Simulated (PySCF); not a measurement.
Isomers of C7H12N2, one conformer each; single-point electronic energies without zero-point terms and without any empirical dispersion term.

All values: PBE0/pcSseg-1 (PySCF, non-relativistic), each on one gas-phase PBE0-D3(BJ)/def2-SVP geometry that isn't relaxed in the solvent. The solvent is an IEF-PCM continuum (van der Waals radii × 1.2). The model holds no explicit solvent molecules, cavitation or dispersion.

```json
{"isomer": "`C=C[C@H]1C=NN(CC)C1`", "relative energy, gas (kcal/mol)": "0.0", "dipole (D)": "1.88"}
{"isomer": "`C#CCN/N=C(/C)CC`", "relative energy, gas (kcal/mol)": "30.6", "dipole (D)": "1.96"}
```

How do the relative energies look in chloroform (ε = 4.711)?

| isomer | relative energy, solvent (kcal/mol) | E(solvent) − E(gas) (kcal/mol) | dipole in solvent (D) |
| --- | --- | --- | --- |
| `C=C[C@H]1C=NN(CC)C1` | 0.0 | -3.7 | 2.43 |
| `C#CCN/N=C(/C)CC` | 28.9 | -5.4 | 2.52 |

The order is unchanged. Conformers: `[CH2:1]=[CH:2][C@H:3]1[CH:4]=[N:5][N:6]([CH2:7][CH3:8])[CH2:9]1` with C1–C2–C3–C4 120°, N5–N6–C7–C8 -68°, C2–C3–C4–N5 101°, C4–N5–N6–C7 157°, N5–N6–C9–C3 -26°, C2–C3–C9–N6 -92°; `[CH:1]#[C:2][CH2:3][NH:4]/[N:5]=[C:6](/[CH3:7])[CH2:8][CH3:9]` with C2–C3–N4–N5 -77°, C3–N4–N5–C6 158°, N5–C6–C8–C9 -83°. `C#CCN/N=C(/C)CC` gains most from the continuum, and it has the largest gas-phase dipole. The gains span 1.7 kcal/mol, the gas-phase energies 30.6 kcal/mol.
